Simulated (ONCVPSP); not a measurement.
Potentials for Mn (Z = 25) compared

Generated with ld1.x 7.5 (TM, RRKJ, ultrasoft, PAW), atompaw 4.2 or ONCVPSP 4.0.1. The cutoff is in Ry: for ld1.x and atompaw files where the sum of valence levels is converged to 10 mRy in a Bessel basis, for ONCV files where the hardest occupied wave has 1 mHa per electron of residual kinetic energy. The error is the largest all-electron minus pseudo excitation energy over each file’s own four to seven test configurations (ionisations up to +4, promotions, holes and added fractions of an electron), all of which were solved. The labels leave out finer settings (local radius, basis sizes, second energies), which also bear on the numbers. Spin-polarised tests are not counted. The rows are a selection from randomly drawn settings: files with unsolved tests, undetermined cutoffs or missed reference levels are left out.

```csv
potential,cutoff (Ry),largest error (meV),bound ghosts
"ONCV, PBEsol, scalar-relativistic, rc 1.20/0.90/1.00 (spd), local smoothed, core correction yes, reference 3s2 3p6 3d5 4s2, qcut 8.8/7.9/9.4, projectors 2/2/2",443,+0.4,none
"ONCV, BLYP, scalar-relativistic, rc 1.55/0.85/1.45 (spd), local smoothed, core correction yes, reference 3s2 3p6 3d5 4s2, qcut 7.9/8.6/12.6, projectors 3/2/2",150,+13,none
"ONCV, PBE, scalar-relativistic, rc 1.20/0.95/1.00 (spd), local smoothed, core correction yes, reference 3s2 3p6 3d5 4s1, qcut 8.7/7.1/8.5, projectors 2/1/2",467,+7.6,none
"ONCV, PBE, scalar-relativistic, rc 1.60/1.05/1.90/1.60 (spdf), local smoothed, core correction yes, reference 3s2 3p6 3d5 4s2, qcut 7.7/16.7/10.1/6.8, projectors 2/1/3/3",145,+98,none
"ONCV, PBE, fully relativistic, rc 1.30/1.00/0.95 (spd), local smoothed, core correction yes, reference 3s2 3p6 3d5, qcut 11.7/8.9/11.7, projectors 1/2/2",402,+2280,none
```

(1) Fill in the row for Mn: ONCV, LDA (Perdew-Wang 92), scalar-relativistic, rc 2.65/2.30/1.80 (spd), local smoothed, core correction yes, reference 3d5 4s2, qcut 3/2.9/9.7, projectors 2/2/2.

(2) Fill in the row for Mn: ONCV, LDA (Perdew-Zunger), scalar-relativistic, rc 1.50/1.15/1.85/1.90 (spdf), local smoothed, core correction yes, reference 3s2 3p6 3d5 4s2, qcut 8.2/16.5/8.8/6.8, projectors 2/2/1/3.

## Answers

(1) cutoff 67 Ry, largest error -127 meV, bound ghosts: none.

(2) cutoff 139 Ry, largest error +7.2 meV, bound ghosts: none.
